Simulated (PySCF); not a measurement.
ZnI₂, SMILES [I][Zn][I].

Geometry optimised at B3LYP-D3(BJ)/def2-SVP. The isomer is the one that the SMILES or the coordinates give; other isomers of the formula were not compared. The def2 effective core potentials stand for the cores of I; spin–orbit coupling is left out.

All values below come from PySCF with TDDFT-M06-2X/def2-SVPD.

Vertical excitations; the highest root listed may be one member of a degenerate set.  State labels are in the subgroup D2h.

```csv
state,symmetry,energy (eV),λ (nm),f,main pairs
S1,B2g,4.71,263,0.000,HOMO−1→LUMO (degenerate set)
S2,B3g,4.71,263,0.000,HOMO→LUMO (degenerate set)
S3,B2u,5.10,243,0.037,HOMO−3→LUMO (degenerate set)
S4,B3u,5.10,243,0.037,HOMO−2→LUMO (degenerate set)
S5,Au,5.69,218,0.000,"HOMO→LUMO+2 49 %, HOMO−1→LUMO+1 49 %"
S6,Au,5.81,214,0.000,"HOMO−1→LUMO+1, HOMO→LUMO+2 (degenerate set)"
S7,B1u,5.81,214,0.000,"HOMO→LUMO+1, HOMO−1→LUMO+2 (degenerate set)"
S8,B1u,5.91,210,0.005,"HOMO−4→LUMO 42 %, HOMO−1→LUMO+2 28 %, HOMO→LUMO+1 28 %"
S9,B1g,5.99,207,0.000,"HOMO−3→LUMO+2 49 %, HOMO−2→LUMO+1 49 %"
S10,B1g,6.19,200,0.000,"HOMO−2→LUMO+1 49 %, HOMO−3→LUMO+2 49 %"
T1,B3g,4.46,278,0,HOMO→LUMO (degenerate set)
T2,B2g,4.46,278,0,HOMO−1→LUMO (degenerate set)
T3,B2u,4.77,260,0,HOMO−3→LUMO (degenerate set)
T4,B3u,4.77,260,0,HOMO−2→LUMO (degenerate set)
```
Triplets are in the Tamm–Dancoff approximation, which puts them higher than full response would, so one can lie above its singlet here.
